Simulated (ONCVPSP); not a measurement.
What one change does to a pseudopotential (iridium (Ir), ONCV)

```json
{"Element": "iridium", "Generator": "ONCVPSP 4.0.1", "Type": "optimised norm-conserving Vanderbilt (ONCV)", "Functional": "PBE", "Relativity": "scalar-relativistic", "Frozen core": "[Kr] 4d10 4f14", "Valence charge": "17", "Reference configuration": "5s2 5p6 5d7 6s2", "Partial waves": "5s+6s: rc 1.40 bohr, ncon 4, nbas 8, qcut 6.9 1/bohr, 2 projectors; 5p: rc 1.50 bohr, ncon 4, nbas 8, qcut 11.3 1/bohr, 2 projectors, debl 0.5 Ha; 5d: rc 1.75 bohr, ncon 4, nbas 9, qcut 9.8 1/bohr, 2 projectors, debl 3.2 Ha", "Local potential": "polynomial inside 0.90 bohr (lpopt 1, dvloc0 0 Ha)", "Core correction": "none"}
```

In the p channel the program set the typed energies aside and used -2.010, 0.250 Ha.

Change: d: rc 2.52.

Cutoffs: the cutoffs (Ha) at which the residual kinetic energy of the hardest occupied pseudo-wave falls to 1 and 0.1 mHa per electron; they do not see the model core or the augmentation charge, which bear on the density cutoff. Errors are all-electron minus pseudo energies relative to the spin-unpolarised reference configuration.

**Question.** What does the change do?

**Answer.** The potential gets neither clearly harder nor softer (37 Ha and 80 Ha → 37 Ha and 80 Ha); the p channel sets the loose cutoff, while the largest relative change is in d, which becomes harder; of the 4 tests that both files solve, the error grows in 3 and shrinks in 1 by more than 15 % and 0.3 meV (median size 7.1 → 10.6 meV); neither file shows a bound ghost.

```tsv
quantity	base	changed
cutoff, loose	37 Ha	37 Ha
cutoff, tight	80 Ha	80 Ha
loose cutoff by channel	s 23 Ha, p 37 Ha, d 19 Ha	s 23 Ha, p 37 Ha, d 27 Ha
bound ghosts	none	none
GHOST(+) flags under 300 eV	s at 90.0 eV	s at 90.0 eV
error for 5s2 5p6 5d7 6s1, meV [ΔE 9.88 eV]	-3.4	-4.7
error for 5s2 5p6 5d7 6s0, meV [ΔE 27.35 eV]	-8.2	-12
error for 5s2 5p6 5d6 6s0, meV [ΔE 57.89 eV]	-11	-8.7
error for 5s2 5p6 5d8 6s1, meV [ΔE -0.33 eV]	-6.0	-19
s: phases at 1.42 bohr within 0.05 rad from the reference energy up to (Ha; the scan ends near 5)	2.5	2.5
p: phases at 1.52 bohr within 0.05 rad from the reference energy up to (Ha; the scan ends near 5)	to the end of the scan	to the end of the scan
```
